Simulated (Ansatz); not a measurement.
Geometry optimisation, RKS PBE-D4/def2-SVP in Ansatz 0.2.0.

The input (input.yaml):

```yaml
crystal:
  periodic: [false, false, false]
  atoms:
    - { symbol: Ta, position_ang: [0.0, 0.0, 0.0] }
    - { symbol: O, position_ang: [2.37, 0.0, 0.0] }
    - { symbol: H, position_ang: [2.7071, -0.5308, 0.7903] }
    - { symbol: "N", position_ang: [0.0, 0.0, 2.16] }
    - { symbol: H, position_ang: [-0.2456, -0.8845, 2.69] }
    - { symbol: H, position_ang: [0.2456, 0.8845, 2.69] }
    - { symbol: Cl, position_ang: [0.0, 0.0, -2.47] }
    - { symbol: Cl, position_ang: [-1.235, 2.139, 0.0] }
    - { symbol: Cl, position_ang: [-1.235, -2.139, 0.0] }
    - { symbol: H, position_ang: [0.6622, -1.7344, -0.9815] }
    - { symbol: H, position_ang: [1.6714, -1.3112, -0.742] }
basis:
  gaussian: { orbitals: def2-SVP }
hamiltonian:
  xc: pbe
  dispersion: d4
relax:
  f_tol: 0.15
  max_steps: 25
  restrain:
    - { distance: [0, 9], at: 3.0, k: 30.0 }
    - { distance: [10, 1], at: 2.21, k: 30.0 }
    - { distance: [0, 1], at: 2.02, k: 30.0 }
    - { distance: [10, 9], at: 0.66, k: 30.0 }
output:
  orbitals: {}
```

Launched with:

```bash
$ ansatz run input.yaml --threads 4 --pin off --max-ram 5120MiB --backend cpu --events-out ev --progress --plain --runs-dir out
```

Question: Where does it end, and by what steps?

Answer: The forces met the threshold. The restraints hold the end off the free minimum; the threshold counts their pulls, which the force column leaves out. Restrained pairs: Ta1–H10 (2.10 → 3.01 Å), O2–H11 (1.66 → 2.22 Å), Ta1–O2 (2.37 → 1.97 Å), H10–H11 (1.12 → 0.72 Å). After 22 steps the energy has fallen by 3.429 eV (the restraints' own energy left out); H6 moved furthest, 1.68 Å.

```
step  energy less start (eV)  largest force component (eV/Å)  accepted
   0                  0.0000                           2.833       yes
   1                 -0.7820                           2.547       yes
   2                 -1.4337                           3.280       yes
   3                 -2.2518                           2.741       yes
   4                 -2.8412                           1.372       yes
   5                 -3.1051                           1.369       yes
   6                 -3.2265                           1.502       yes
   7                 -3.2679                           1.584       yes
   8                 -3.2898                           1.648       yes
   9                 -3.2913                           1.699       yes
  10                 -3.3131                           1.684       yes
  11                 -3.3400                           1.491       yes
  12                 -3.3559                           1.400       yes
  13                 -3.3679                           1.733       yes
  14                 -3.3773                           1.836       yes
  15                 -3.3854                           1.870       yes
  16                 -3.3963                           1.879       yes
  17                 -3.3986                           1.824        no
  18                 -3.4106                           1.770       yes
  19                 -3.4215                           1.769       yes
  20                 -3.4234                           1.742        no
  21                 -3.4244                           1.759       yes
  22                 -3.4290                           1.755       yes
```

```xyz
11
Properties=species:S:1:pos:R:3
Ta -0.199 0.214 -0.040
O 1.717 0.659 0.004
H 2.621 0.505 0.327
N 0.117 -0.561 1.762
H -0.568 -1.123 2.275
H 1.022 -0.536 2.241
Cl -0.086 -0.539 -2.263
Cl -1.014 2.359 0.142
Cl -2.282 -0.863 0.194
H 1.633 -2.163 -0.242
H 1.978 -1.529 -0.263
```

Time of the run: 54 s on 4 threads of Arm Neoverse V2 (shared host), peak memory 0.23 GiB.
